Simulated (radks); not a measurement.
Task: The mean radii <r> (bohr) of the occupied orbitals of an atom or ion are listed with their occupations. Method: scalar-relativistic Kohn-Sham, PBE, spin-polarised, spherical densities, finite nucleus; Fermi nuclear charge, rms radius of each element as measured or else 0.836 A^(1/3) + 0.57 fm; computed with a radial shooting solver on a logarithmic mesh with Libxc functionals.

| orbital | occ. | <r> |
|---|---|---|
| 1s | 2 | 0.02547 |
| 2s | 2 | 0.1039 |

Name the element and its charge. Open shells, if any, are filled with parallel spins first.

Result: Z = 56, barium, charge +52: Ba52+ in [He] 2s2. The 1s radius gives Z: for a bare nucleus <r> = (2 gamma + 1)/(2Z) with gamma = sqrt(1 - (Z/c)^2), 0.02523 bohr for Z = 56, and screening makes it slightly larger (0.02547 here). The occupations add up to 4, and the charge is Z minus that.
